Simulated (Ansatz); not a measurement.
## Worked example: SnH3(CH3) → SnH3 + CH3

Species: SnH3(CH3), singlet; SnH3 `[SnH3]`, doublet; CH3 (methyl radical) `[CH3]`, doublet. 

Shapes, held fixed at every level: PBE0-D4/def2-TZVP. Programs: Ansatz 0.2.0. The zero-point and thermal change to 298 K, harmonic and unscaled (PBE0-D4/def2-TZVP), is -16.3 kJ/mol.

At CCSD(T)/def2-TZVPP; 1 Eh = 2625.50 kJ/mol:

| species | energy (Eh) |
| --- | --- |
| SnH3(CH3) | -255.270769 |
| SnH3 | -215.393642 |
| CH3 | -39.761719 |

**Question.** Work out ΔH(298 K) of the reaction at this level.

**Answer.** 
1. Products less reactants: (-215.393642) + (-39.761719) − [(-255.270769)] = 0.115408 Eh = +303.0 kJ/mol.
2. With the thermal change: +303.0 + (-16.3) = +286.7 kJ/mol.

Other levels give +262.3 (r2SCAN-D4/def2-TZVPP) to +300.4 kJ/mol (MP2/def2-TZVPP). No measured value is set beside it here. Open shells run unrestricted unless RO is named. For atoms past krypton def2 sets carry core potentials with scalar relativity. Correlated rows may include outer-core shells of Sn, which these sets cover unevenly.
